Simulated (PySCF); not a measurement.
Input for PySCF: R-BP86/6-31G* on HCl (SMILES Cl).

```python
from pyscf import gto, scf, dft, mp
from pyscf.data.elements import chemcore

mol = gto.M(
    atom='''
    Cl    0.24084967    0.21108879    0.53839579
    H     0.54917045    0.09146556    1.79286712
    ''',
    basis='6-31g*',
    cart=True,
    charge=0, spin=0, verbose=3, max_memory=1800)
mf = dft.RKS(mol, xc='b88,p86')
mf.conv_tol = 1e-8
mf.max_cycle = 100
mf.kernel()
if not mf.converged:
    mf = mf.newton().run(mf.mo_coeff, mf.mo_occ)
```

Give the final energy of this run.

-460.8234 hartree.
